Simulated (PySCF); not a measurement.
Compound: C4H10BF2GaO.
Atom-mapped SMILES: `[F:1][B:2]([F:3])[C@H:4]1[CH2:5][CH2:6][CH2:7][O+:8]1[GaH3-:9]` (hydrogens: H10 on C4; H11, H12 on C5; H13, H14 on C6; H15, H16 on C7; H17, H18, H19 on Ga9)

A linear-response calculation (PySCF, def2-SVPD basis, gas phase, vertical, core orbitals frozen in the response) gave these numbers; the functional is withheld.

Orbital energies (eV): HOMO-3 -9.94, HOMO-2 -9.14, HOMO-1 -8.52, HOMO -8.10, LUMO -0.71, LUMO+1 0.27, LUMO+2 0.45.

| state | E (eV) | f | main configurations (H = HOMO, L = LUMO) |
| --- | --- | --- | --- |
| S1 | 6.16 | 0.036 | H→L (95%) |
| S2 | 6.51 | 0.041 | H-1→L (94%) |
| S3 | 7.17 | 0.012 | H-2→L (93%) |
| S4 | 7.40 | 0.045 | H→L+1 (94%) |
| S5 | 7.47 | 0.047 | H→L+2 (86%) |
| S6 | 7.76 | 0.120 | H-1→L+1 (67%), H-1→L+2 (25%) |

Triplets (Tamm–Dancoff): T1 5.70 eV, H→L (89%); T2 5.97 eV, H-1→L (92%); T3 6.70 eV, H-2→L (77%); T4 7.04 eV, H→L+1 (20%), H-1→L+1 (18%), H→L+2 (14%).

Vertical ionisation energy by ΔSCF with the same functional: 9.90 eV. Mean static polarisability: 93.8 au.

Question: Name the functional.
A. CAM-B3LYP
B. PBE
C. HF
D. PBE0

Answer: D. PBE0 is a global hybrid with 25% exact exchange. In this run −ε(HOMO) = 8.10 eV differs from the ΔSCF value by -1.80 eV, and S1 differs from the orbital gap of 7.39 eV by -1.23 eV. The ratio −ε(HOMO)/IP is 0.82. Small neutral molecules mostly give 0.7 to 0.83 with PBE0, 0.5 to 0.7 with PBE, 0.85 to 0.93 with CAM-B3LYP; with Hartree–Fock the ratio is 1 or more (Koopmans' value less the relaxation energy is the ΔSCF value). The other options: PBE, a GGA without exact exchange; HF, time-dependent Hartree–Fock, 100% exact exchange; CAM-B3LYP, range-separated, 19% exact exchange at short range and 65% at long range (ω = 0.33 bohr⁻¹).

Computed, not measured: TDDFT PBE0/def2-SVPD, vertical, gas phase, core orbitals frozen in the response in PySCF 2.14.0, density-fitted response routines. The structure is a single PBE0-D3(BJ)/def2-SVP conformer in the gas phase; no vibrational or solvent corrections. Note that the optimisation stopped short of convergence; the values belong to its last geometry. Relativistic effects, spin–orbit coupling among them, are left out although an element past zinc is present.
